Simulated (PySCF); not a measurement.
F3Ge, SMILES [Ge]([F])([F])[F], multiplicity 2. Coordinates come from a PBE0-D3(BJ)/def2-SVP optimisation. The isomer is the one that the SMILES or the coordinates give; other isomers of the formula were not compared.

Calculation: PBE0-D3(BJ)/def2-SVP in PySCF.

Harmonic wavenumbers (cm⁻¹): 209, 209, 264, 698, 740, 740. Rotational constants (GHz): 5.841, 5.841, 3.475; symmetry number 1.

Problem. Work out the zero-point energy and the ideal-gas rigid-rotor harmonic-oscillator thermochemistry at 298.15 K and 1 atm.

Solution. ZPE = ½ Σ hcν = ½ × 2860 cm⁻¹ = 4.09 kcal/mol. H − E(el) = 7.63 kcal/mol. Entropy in cal/(mol K): translation 40.49, rotation 25.41, vibration 6.57, spin 1.38, total 73.85. G − E(el) = -14.39 kcal/mol. Cp = 15.68 cal/(mol K).
